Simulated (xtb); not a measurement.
xtb input (GFN2-xTB):

```bash
xtb mol.xyz --gfn 2 --ohess tight --chrg 0 --uhf 0
```
mol.xyz:
```
4

In     0.00977423    -0.03152863     0.02042589
H      0.72405396    -0.46927443     1.47432179
H     -0.36687865     1.67282774    -0.26508354
H     -0.32642683    -1.14987157    -1.19687907
```

End of the output:

```
    mode    ω/cm⁻¹     T·S(HO)/kcal·mol⁻¹    T·S(FR)/kcal·mol⁻¹   T·S(vib)
   ------------------------------------------------------------------------
   ------------------------------------------------------------------------

   temp. (K)  partition function   enthalpy   heat capacity  entropy
                                   cal/mol     cal/K/mol   cal/K/mol   J/K/mol
 298.15  VIB   1.22                  332.380      3.411      1.503
         ROT   170.                  888.752      2.981     13.185
         INT   206.                 1221.132      6.392     14.688
Note: The following floating-point exceptions are signalling: IEEE_DENORMAL
normal termination of xtb
         TR   0.124E+28             1481.254      4.968     40.189
         TOT                        2702.3863    11.3602    54.8773   229.6065

       T/K    H(0)-H(T)+PV         H(T)/Eh          T*S/Eh         G(T)/Eh
   ------------------------------------------------------------------------
    298.15    0.430653E-02    0.187806E-01    0.260740E-01   -0.729335E-02
   ------------------------------------------------------------------------

         :::::::::::::::::::::::::::::::::::::::::::::::::::::
         ::                  THERMODYNAMIC                  ::
         :::::::::::::::::::::::::::::::::::::::::::::::::::::
         :: total free energy          -2.696852631229 Eh   ::
         ::.................................................::
         :: total energy               -2.689559278999 Eh   ::
         :: zero point energy           0.014474082946 Eh   ::
         :: G(RRHO) w/o ZPVE           -0.021767435177 Eh   ::
         :: G(RRHO) contrib.           -0.007293352231 Eh   ::
         :::::::::::::::::::::::::::::::::::::::::::::::::::::

optimized geometry written to: xtbopt.xyz

           -------------------------------------------------
          | TOTAL ENERGY               -2.689559278999 Eh   |
          | TOTAL ENTHALPY             -2.670778669335 Eh   |
          | TOTAL FREE ENERGY          -2.696852631229 Eh   |
          | GRADIENT NORM               0.000479497504 Eh/α |
          | HOMO-LUMO GAP               4.914008832640 eV   |
           -------------------------------------------------

------------------------------------------------------------------------
------------------------------------------------------------------------
 total:
 SCF:
 ANC optimizer:
 analytical hessian:
```
